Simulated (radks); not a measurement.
Problem. Coherent X-ray form factor from a spherical all-electron density. All-electron calculation, Dirac Kohn-Sham, PBE, spin-unpolarised, spherical densities, point nucleus. Program: a radial shooting solver on a logarithmic mesh with Libxc functionals.

sin(theta)/lambda (1/angstrom),f0 (electrons)
0.05,46.147
0.1,43.957
0.15,41.107
0.2,38.079
0.25,35.127
0.3,32.383
0.4,27.734
0.5,24.224
0.6,21.635
0.8,18.056
1,15.294
1.25,12.221
1.5,9.692
2,6.663

The species is in the configuration that NIST lists as its ground one. Which atom or ion scatters so?

Solution. Neutral silver, [Kr] 4d10 5s1. Extrapolating in s^2 from the first two rows gives f0(0) = 46.9, near the electron count 47; among species with that count, the fall with angle is slower the higher Z, and the table is that of Z = 47; from so few rows the species is fixed only to a neighbour or two.
